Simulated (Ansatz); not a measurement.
## CH3GaN: structure from calculated spectroscopic constants

These gas-phase data were calculated for one isomer of CH3GaN at PBE0-D3(BJ)/def2-SVP (harmonic, unscaled wavenumbers; equilibrium rotational constants with average atomic masses):

```
rotational constants            : 153.9, 3.171, 3.171 GHz
all wavenumbers above 1500 cm⁻¹ : 3033, 3017, 2945
```

Candidates:

(1) `C[N][Ga]`, a doublet
(2) `N[CH][Ga]`, a doublet
(3) `[CH2][NH][Ga]`, a doublet

Problem. Assign the data to one candidate and say why.

Solution. Candidate (1). No mode falls between 3250 and 3800 cm⁻¹, where the N–H stretch of (2), (3) would stand.

The same quantities for all candidates:

```
     rotational constants (GHz)  wavenumbers above 1500 cm⁻¹  E above the lowest, PBE0-D3(BJ)/def2-SVP (kcal/mol)
(1)         153.9, 3.171, 3.171             3033, 3017, 2945                                                 15.1
(2)          65.36, 3.34, 3.178       3713, 3599, 3096, 1634                                                 13.0
(3)         66.13, 3.676, 3.482             3541, 3287, 3166                                                  0.0
```

Each candidate is one conformer. Open shells are spin-unrestricted. Programs: Ansatz 0.2.0.
